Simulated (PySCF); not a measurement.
Bonds (- single, = double, # triple, : aromatic): C1=C2 1.322 Å, C2-P3 1.819 Å, P3-N4 1.675 Å, P3-C5 1.918 Å, C5-F6 1.335 Å, C5-F7 1.343 Å, C5-F8 1.350 Å. C1 carries H9, H10; C2 carries H11; N4 carries H12, H13. H10 is cis to P3; H9 is trans to P3.

PySCF 2.14 calculation with coordinates at the GFN2-xTB level and σ from GIAO-PBE0/pcSseg-1; in vacuum, non-relativistic, one averaged value for each set of equivalent atoms, a single conformation.

Shifts are taken against calculated references (same method and geometry level): ¹³C, ¹H vs TMS; H3PO4 for ³¹P; ¹⁵N against NH3; CFCl3 for ¹⁹F.

```json
{"atoms": "P3", "nucleus": "³¹P", "count": "1", "δ (ppm)": "14.7"}
{"atoms": "H10", "nucleus": "¹H", "count": "1", "δ (ppm)": "?"}
{"atoms": "F6/F7/F8", "nucleus": "¹⁹F", "count": "3", "δ (ppm)": "-87.3"}
{"atoms": "C5", "nucleus": "¹³C", "count": "1", "δ (ppm)": "139.2"}
{"atoms": "H11", "nucleus": "¹H", "count": "1", "δ (ppm)": "6.81"}
{"atoms": "H12/H13", "nucleus": "¹H", "count": "2", "δ (ppm)": "1.87"}
{"atoms": "H9", "nucleus": "¹H", "count": "1", "δ (ppm)": "?"}
{"atoms": "N4", "nucleus": "¹⁵N", "count": "1", "δ (ppm)": "26.2"}
{"atoms": "C1", "nucleus": "¹³C", "count": "1", "δ (ppm)": "132.7"}
{"atoms": "C2", "nucleus": "¹³C", "count": "1", "δ (ppm)": "?"}
```

**Question.** Complete the table.

**Answer.** 
- C2: 144.5 ppm, alkene CH; an sp2 carbon of a C=C bond
- H10: 6.39 ppm, hydrogen on a terminal =CH2 carbon; attached to an sp2 carbon and in the plane of the double bond
- H9: 6.38 ppm, hydrogen on a terminal =CH2 carbon; attached to an sp2 carbon and in the plane of the double bond

The OH or NH signal is concentration- and solvent-dependent in practice; the value given is the gas-phase one. Shifts are as computed. Against solution values, carbons near 30 ppm lie about +3 ppm off and those near 130 ppm about +5 ppm. Of 1211 compounds with measured shifts, 218 miss one by over three times the rms of a fit or turn the order of signals round; such compounds aren't used in these exercises. Unscaled 19F shifts against computed CFCl3 carry errors that often reach 10 to 50 ppm. Experimental scales use liquid or dissolved standards, which lie at an offset from isolated NH3 (liquid NH3: subtract about 20 ppm) and H3PO4.
